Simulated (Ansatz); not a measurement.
SnF₃, that is [SnF3]- with one electron fewer. The state is a doublet with charge 0. Geometry PBE0-D4/def2-TZVPD, that of the charge -1 singlet; atoms count from 1.

```xyz
4

Sn   -0.215    0.754    0.042
F     0.022   -0.172   -1.714
F    -1.321   -0.696    0.858
F     1.514    0.113    0.814
```

In the def2 sets Sn takes a core potential; there is no spin–orbit coupling.

Question: Estimate the Mulliken populations from the PBE0/def2-TZVPD orbitals of Ansatz.

Answer: 
```csv
atom,charge (e),spin (α − β)
Sn1,1.65,0.65
F2,-0.55,0.12
F3,-0.55,0.12
F4,-0.55,0.12
```
Mulliken values depend strongly on the basis. With diffuse functions, as here, like atoms can get unlike values, and bond orders can come out too low or too high.

Question: Where does the spin sit?

Answer: Summed by element: Sn 0.65, F 0.35, of 1 unpaired in all. Largest on single atoms: Sn1 0.65, F3 0.12, F4 0.12.

Question: And the Mayer bond orders between heavy atoms (over 0.3)?

Answer: Sn1–F2 0.62 (2.00 Å); Sn1–F3 0.62 (2.00 Å); Sn1–F4 0.62 (2.00 Å).
